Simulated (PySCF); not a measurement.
Species: C7H9Cl3O.
Numbering: `[Cl:1][C:2]([Cl:3])([Cl:4])[C@@H:5]1[CH2:6][C@H:7]2[CH2:8][CH2:9][C@@H:10]1[O:11]2` (hydrogens: H12 on C5; H13, H14 on C6; H15 on C7; H16, H17 on C8; H18, H19 on C9; H20 on C10)

The calculation used PBE0-D3(BJ)/def2-SVP geometry optimisation, gas phase (PySCF).

**Question.** List the bond lengths, angles and torsions at this level.

**Answer.** 
```csv
bond,length (Å)
Cl1–C2,1.772
"C2–Cl3, C2–Cl4",1.787
C2–C5,1.523
C5–C6,1.544
C6–C7,1.535
C7–C8,1.539
C8–C9,1.547
C9–C10,1.537
C10–O11,1.414
C5–C10,1.550
C7–O11,1.419
C5–H12,1.100
C6–H13,1.099
C6–H14,1.098
C7–H15,1.097
C8–H16,1.100
C8–H17,1.099
C9–H18,1.099
C9–H19,1.099
C10–H20,1.096
```

Bonds in one row agree within 0.01 Å and their mean is given. A selection of angles:
```csv
angle,degrees
Cl1–C2–Cl3,109.0
Cl1–C2–C5,112.5
Cl3–C2–Cl4,108.3
Cl3–C2–C5,109.1
C2–C5–C6,114.7
C2–C5–C10,114.7
C6–C5–C10,100.7
C5–C6–C7,100.8
C6–C7–C8,110.1
C6–C7–O11,102.1
C8–C7–O11,103.0
C7–C8–C9,100.9
C8–C9–C10,100.7
C9–C10–O11,102.7
C5–C10–C9,107.7
C5–C10–O11,103.7
C7–O11–C10,97.1
```

Dihedral angles: Cl1–C2–C5–C6 60° (synclinal); C2–C5–C6–C7 -129° (anticlinal); C5–C6–C7–C8 -70° (synclinal); C6–C7–C8–C9 76° (synclinal); C7–C8–C9–C10 -2° (synperiplanar); C8–C9–C10–O11 36° (synclinal); C9–C10–O11–C7 -57° (synclinal); C2–C5–C10–C9 -158° (antiperiplanar); C6–C7–O11–C10 -58° (synclinal).

Of the pairs four or more bonds apart, Cl1···H13 is among the closest relative to their van der Waals radii: 2.77 Å, 94 % of the sum of Bondi's values. The 5-membered ring C7–C8–C9–C10–O11 has internal angles of 97.1° to 103.0° (sum 504°, against 540° for a flat polygon); it is puckered, 0.24 Å rms from its mean plane, widest ring torsion 57°. The C–C distances run from 1.523 Å (C2–C5, drawn single) to 1.550 Å (C5–C10, drawn single), a spread of 0.027 Å. The 5-membered ring C5–C6–C7–O11–C10 has internal angles of 97.1° to 103.7°; it is puckered, 0.24 Å rms from its mean plane, widest ring torsion 58°.

Point group: C1 (no symmetry element, even within 0.4 Å). Not checked by PBE0-D3(BJ)/def2-SVP frequencies.
